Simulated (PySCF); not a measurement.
B3LYP has the VWN-RPA correlation part, as in Gaussian. Delta-SCF ions had no search for a lower state. Excitations are Tamm–Dancoff values on a coarser integration grid. The basis has no diffuse functions, so Rydberg states are missing or too high.

Z-matrix (Å, degrees):
```
Sn
H 1 1.6964
Cl 1 2.3213 2 111.40
Cl 1 2.3213 2 111.40 3 120.00
Cl 1 2.3213 2 111.40 4 120.00
```
Charge 0, spin multiplicity 1.

Question: What is the computed vertical ionisation energy (Delta-SCF), LUMO, T1 excitation (TDA), HOMO–LUMO gap, S1 excitation (TDA), total energy, S1–T1 gap (TDA) and brightest of the four lowest singlets (TDA) (PySCF with B3LYP-D3(BJ)/def2-TZVP)?

Answer: 
```yaml
vertical ionisation energy (Delta-SCF): 11.22 eV
LUMO: -2.77 eV
T1 excitation (TDA): 4.90 eV
HOMO–LUMO gap: 6.33 eV
S1 excitation (TDA): 5.26 eV
total_energy: -1595.8027 Ha
S1–T1 gap (TDA): 0.36 eV
brightest of the four lowest singlets (TDA): 5.60 eV
```
